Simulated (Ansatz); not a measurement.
`[OH][Ga]([Cl])[O][SiH3]` + `CC(C)Cl` → `[OH][Ga]([Cl])[Cl]` + `CC(C)O[SiH3]`  (formal exchange of groups at a Ga–O bond)

Computed with Ansatz on PBE0-D4/def2-TZVP structures; ΔE is electronic, products minus reactants. CCSD(T)/CBS is the MP2 limit (def2-TZVPP, def2-QZVPP) plus CCSD(T) − MP2 in def2-TZVPP, frozen cores. DFT in def2-TZVPP. B3LYP here is the variant with VWN-RPA as its local correlation; programs differ in this. For Ga outer-core shells are correlated without core-valence functions, which leaves a few kJ/mol of doubt a bond. Scalar relativity is left out up to krypton. One conformer a species, not always the lowest.

```csv
level,ΔE (eV)
r2SCAN-D4,-0.25
PBE0-D4,-0.28
B3LYP-D4,-0.25
ωB97X-V,-0.25
B2PLYP,-0.20
MP2/def2-TZVPP,-0.13
CCSD/def2-TZVPP,-0.20
HF/CBS(def2),-0.27
```

(1) What does CCSD(T)/CBS give? (An estimate is asked.)

Largest T1 diagnostic among the species: 0.013.

## Answers

(1) The calculation gave: -0.18 eV. The listed levels differ from it by -0.07, -0.10, -0.07, -0.07, -0.02, 0.05, -0.02, -0.09 eV.

In def2-TZVPP, CCSD(T) changes the Hartree–Fock value by +0.11 eV (the triples alone add +0.01 eV) and MP2 by +0.16 eV.
